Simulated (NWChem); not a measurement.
**Basis-set convergence for H$_{4}$AlAs**

```xyz
6

Al    -0.0563     1.6720     0.0000
As     0.0827    -0.7553     0.0000
H     -0.9542    -0.8677    -1.1128
H     -0.9542    -0.8677     1.1128
H     -0.0438     2.4618     1.3813
H     -0.0438     2.4618    -1.3813
```
Charge 0, spin multiplicity 1.

The numbers come from NWChem runs, not from measurements. Structure: optimised with PBE0/def2-SVP, a minimum by its harmonic frequencies. It is one conformer; others weren't searched.

Quantity: LUMO energy at the level PBE.

The Hamiltonian is non-relativistic. The Pople sets run with spherical d functions. The structure started from a generated list of species.

Relative cost: rough, from shared machines, SCF included, 6-31G* = 1.

In cc-pVQZ the value is -2.49 eV. Among 6-31G*, cc-pVDZ, pcseg-1, def2-SVPD, aug-pcseg-1, def2-TZVP, def2-TZVPD, cc-pVTZ, aug-cc-pVTZ, which is the smallest basis within 0.2 eV of it?

6-31G*, with 58 functions against 247 and about 0.8 % of the time (also within reach: cc-pVDZ, pcseg-1, def2-SVPD, aug-pcseg-1, def2-TZVP, def2-TZVPD, cc-pVTZ, aug-cc-pVTZ). cc-pVQZ isn't the basis-set limit itself, and a small set can land close by cancellation.

```
basis        functions  LUMO energy (eV)  relative cost
-----------  ---------  ----------------  -------------
6-31G*              58             -2.43              1
cc-pVDZ             65             -2.44              4
pcseg-1             65             -2.51        under 3
def2-SVPD           94             -2.48        under 3
aug-pcseg-1         99             -2.53        under 3
def2-TZVP          109             -2.46              4
def2-TZVPD         133             -2.49              5
cc-pVTZ            133             -2.48             20
aug-cc-pVTZ        201             -2.50             50
cc-pVQZ            247             -2.49            100
```
